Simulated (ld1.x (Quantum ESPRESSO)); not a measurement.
## Transferability test, TM potential for molybdenum (Mo)

| Quantity | Value |
| --- | --- |
| Element | Mo |
| Generator | ld1.x (Quantum ESPRESSO) 7.5 |
| Type | norm-conserving Troullier–Martins (Kleinman–Bylander form) |
| Functional | PBE |
| Relativity | non-relativistic |
| Frozen core | [Kr] |
| Valence charge | 6 |
| Reference configuration | 4d4 5s0 5p0 (charge +2) |
| Partial waves | 5s (bound, empty): rc 2.70 bohr; 5p (bound, empty): rc 4.20 bohr; 4d (bound): rc 2.10 bohr |
| Local potential | all-electron potential smoothed inside 3.35 bohr (lloc = -2) |
| Core correction | none |

Energies are relative to the spin-unpolarised reference configuration 4d4 5s0 5p0; without spin polarisation the order of configurations can differ from experiment.

```csv
valence configuration,charge,ΔE all-electron (eV),error AE − PS (meV)
4d5 5s1 5p0,0,-22.200,+72
4d5 5s0 5p0,+1,-15.683,-75
4d5 5s0.5 5p0,+0.5,-19.639,-3.5
4d5 5s0 5p1,0,-19.351,+11
4d4 5s1 5p1,0,-18.133,+162
4d4 5s2 5p0,0,-21.386,+223
```

(1) What are ΔE and the potential's error for 4d3 5s0 5p0?

Levels in the configuration 4d4 5s1 5p1:

```
level  all-electron (eV)  pseudo (eV)
   4d             -7.325       -7.366
   5s             -5.428       -5.531
   5p             -2.093       -2.142
```

Answers

(1) ΔE = 27.101 eV all-electron; the error (AE − PS) is -98 meV.
